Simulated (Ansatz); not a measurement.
# Molecular dynamics of AlClFHO

The input (input.yaml):

```yaml
crystal:
  periodic: [false, false, false]
  atoms:
    - { symbol: Al, position_ang: [-0.007811, -0.03395, -0.014411] }
    - { symbol: O, position_ang: [-0.026553, -0.122043, 1.660924] }
    - { symbol: H, position_ang: [-0.826246, -0.159592, 2.179134] }
    - { symbol: Cl, position_ang: [1.810419, 0.042736, -1.006766] }
    - { symbol: F, position_ang: [-1.391609, -0.008551, -0.88178] }
basis:
  gaussian: { orbitals: "6-31G*" }
hamiltonian:
  xc: { name: BHLYP }
md:
  timestep: 0.5
  n_steps: 166
  ensemble: nve
  temperature: 1500.0
  initial_velocities: maxwell_boltzmann
  seed: 326193
  masses: [{ species: H, mass: 2.014 }]
```

Run as:

```bash
$ ansatz run input.yaml --threads 1 --pin off --max-ram 2048MiB --backend cpu --events-out ev --progress --plain --runs-dir out
```

It starts from a relaxed structure.

Output, in part (one step line in 6, the closing report, with atoms numbered from 0):

```
md step     0: t =     0.00 fs  T =  1500.0 K  F+E_penalty+E_count = -23902.23921115 eV  E_kin = 0.581670 eV  conserved = -23901.65754116 eV  (26 SCF iters)
md step     6: t =     3.00 fs  T =  1074.6 K  F+E_penalty+E_count = -23902.07198949 eV  E_kin = 0.416709 eV  conserved = -23901.65528037 eV  (26 SCF iters)
md step    12: t =     6.00 fs  T =  1235.3 K  F+E_penalty+E_count = -23902.13621874 eV  E_kin = 0.479015 eV  conserved = -23901.65720413 eV  (31 SCF iters)
md step    18: t =     9.00 fs  T =   755.6 K  F+E_penalty+E_count = -23901.94755801 eV  E_kin = 0.292991 eV  conserved = -23901.65456677 eV  (25 SCF iters)
md step    24: t =    12.00 fs  T =   953.3 K  F+E_penalty+E_count = -23902.02675526 eV  E_kin = 0.369687 eV  conserved = -23901.65706845 eV  (30 SCF iters)
md step    30: t =    15.00 fs  T =   642.9 K  F+E_penalty+E_count = -23901.90449975 eV  E_kin = 0.249305 eV  conserved = -23901.65519459 eV  (25 SCF iters)
md step    36: t =    18.00 fs  T =   990.1 K  F+E_penalty+E_count = -23902.04163666 eV  E_kin = 0.383958 eV  conserved = -23901.65767843 eV  (27 SCF iters)
md step    42: t =    21.00 fs  T =   680.5 K  F+E_penalty+E_count = -23901.91934761 eV  E_kin = 0.263881 eV  conserved = -23901.65546675 eV  (25 SCF iters)
md step    48: t =    24.00 fs  T =   687.3 K  F+E_penalty+E_count = -23901.92290039 eV  E_kin = 0.266530 eV  conserved = -23901.65637039 eV  (29 SCF iters)
md step    54: t =    27.00 fs  T =   400.2 K  F+E_penalty+E_count = -23901.81077615 eV  E_kin = 0.155200 eV  conserved = -23901.65557590 eV  (25 SCF iters)
md step    60: t =    30.00 fs  T =   403.8 K  F+E_penalty+E_count = -23901.81345721 eV  E_kin = 0.156595 eV  conserved = -23901.65686253 eV  (31 SCF iters)
md step    66: t =    33.00 fs  T =   376.1 K  F+E_penalty+E_count = -23901.80287023 eV  E_kin = 0.145830 eV  conserved = -23901.65703994 eV  (31 SCF iters)
md step    72: t =    36.00 fs  T =   228.1 K  F+E_penalty+E_count = -23901.74398135 eV  E_kin = 0.088452 eV  conserved = -23901.65552956 eV  (25 SCF iters)
md step    78: t =    39.00 fs  T =   398.1 K  F+E_penalty+E_count = -23901.81076988 eV  E_kin = 0.154376 eV  conserved = -23901.65639344 eV  (31 SCF iters)
md step    84: t =    42.00 fs  T =   272.3 K  F+E_penalty+E_count = -23901.76097319 eV  E_kin = 0.105601 eV  conserved = -23901.65537238 eV  (31 SCF iters)
md step    90: t =    45.00 fs  T =   560.7 K  F+E_penalty+E_count = -23901.87497303 eV  E_kin = 0.217436 eV  conserved = -23901.65753701 eV  (31 SCF iters)
md step    96: t =    48.00 fs  T =   289.9 K  F+E_penalty+E_count = -23901.76762910 eV  E_kin = 0.112425 eV  conserved = -23901.65520411 eV  (25 SCF iters)
md step   102: t =    51.00 fs  T =   668.7 K  F+E_penalty+E_count = -23901.91628638 eV  E_kin = 0.259303 eV  conserved = -23901.65698344 eV  (31 SCF iters)
md step   108: t =    54.00 fs  T =   507.8 K  F+E_penalty+E_count = -23901.85156216 eV  E_kin = 0.196919 eV  conserved = -23901.65464270 eV  (24 SCF iters)
md step   114: t =    57.00 fs  T =   990.8 K  F+E_penalty+E_count = -23902.04148992 eV  E_kin = 0.384212 eV  conserved = -23901.65727833 eV  (30 SCF iters)
md step   120: t =    60.00 fs  T =   822.1 K  F+E_penalty+E_count = -23901.97400220 eV  E_kin = 0.318788 eV  conserved = -23901.65521382 eV  (25 SCF iters)
md step   126: t =    63.00 fs  T =  1279.5 K  F+E_penalty+E_count = -23902.15367546 eV  E_kin = 0.496177 eV  conserved = -23901.65749893 eV  (30 SCF iters)
md step   132: t =    66.00 fs  T =  1014.7 K  F+E_penalty+E_count = -23902.04840171 eV  E_kin = 0.393482 eV  conserved = -23901.65491926 eV  (24 SCF iters)
md step   138: t =    69.00 fs  T =  1232.7 K  F+E_penalty+E_count = -23902.13477890 eV  E_kin = 0.478032 eV  conserved = -23901.65674716 eV  (30 SCF iters)
md step   144: t =    72.00 fs  T =   965.1 K  F+E_penalty+E_count = -23902.02954686 eV  E_kin = 0.374252 eV  conserved = -23901.65529525 eV  (24 SCF iters)
md step   150: t =    75.00 fs  T =  1260.6 K  F+E_penalty+E_count = -23902.14623435 eV  E_kin = 0.488822 eV  conserved = -23901.65741240 eV  (30 SCF iters)
md step   156: t =    78.00 fs  T =  1114.5 K  F+E_penalty+E_count = -23902.08808176 eV  E_kin = 0.432171 eV  conserved = -23901.65591064 eV  (31 SCF iters)
md step   162: t =    81.00 fs  T =  1170.9 K  F+E_penalty+E_count = -23902.11023203 eV  E_kin = 0.454033 eV  conserved = -23901.65619927 eV  (31 SCF iters)
md step   166: t =    83.00 fs  T =   932.4 K  F+E_penalty+E_count = -23902.01685024 eV  E_kin = 0.361579 eV  conserved = -23901.65527083 eV  (27 SCF iters)
Total energy: -23902.01701073 eV, -878.3829237753 hartree
Atom 0 at     0.024480     0.049336    -0.049245 Å, force    -0.850884    -0.642192     0.300083 eV/Å
Atom 1 at    -0.067910    -0.168908     1.617316 Å, force    -2.745936     0.131906     1.451525 eV/Å
Atom 2 at    -1.016525    -0.201168     2.021255 Å, force     2.986133     0.079715    -1.267595 eV/Å
Atom 3 at     1.841768     0.032480    -1.002326 Å, force     0.223402     0.161391    -0.239721 eV/Å
Atom 4 at    -1.440966    -0.063822    -0.787133 Å, force     0.387285     0.269179    -0.244292 eV/Å
Dipole moment:    -0.257133     0.147296     0.150219 e Å
```

All steps were run. The conserved energy stayed within 0.61 meV per atom of its start (net change 0.45 meV per atom), so the integration is sound. A run of 0.083 ps of so small a system gives no equilibrium averages.

The same pairs are bonded in the first frame and the last. Pairs count as bonded within 1.25 times the sum of covalent radii (0.12 Å more for H–H).

Last frame:

```xyz
5
Properties=species:S:1:pos:R:3
Al 0.025 0.049 -0.049
O -0.068 -0.169 1.617
H -1.016 -0.201 2.021
Cl 1.842 0.033 -1.002
F -1.441 -0.064 -0.787
```

Time of the run: 7.1 min on 1 thread of Arm Neoverse V1, with other jobs on the host, peak memory 0.12 GiB.
